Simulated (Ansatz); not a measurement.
Ansatz results at the PBE0-D4/def2-TZVP geometry: HOMO–LUMO gap (B3LYP/def2-TZVPP) 5.81 eV; LUMO energy (PBE/def2-TZVPP) -1.49 eV; size of the dipole moment (B3LYP/def2-TZVPP) 2.53 D.

Each molecule was computed in one conformer, which needn't be the lowest.

(1) Which molecule gave them?
A. `[NH2][Zr]([NH2])([NH2])[OH]`
B. `[OH][Zr]([OH])([OH])[c]1ccccc1`
C. `[CH3][Zr]([NH2])([NH2])[NH2]`
D. `C[O][Zr]([OH])([NH]C(C)C)[O]C`

## Answers

(1) B. The others give `[NH2][Zr]([NH2])([NH2])[OH]`: 6.15, -0.70, 0.56; `[CH3][Zr]([NH2])([NH2])[NH2]`: 6.12, -0.96, 1.27; `C[O][Zr]([OH])([NH]C(C)C)[O]C`: 5.91, -0.63, 0.22.

B3LYP here is the variant with VWN-RPA as its local correlation; programs differ in this.
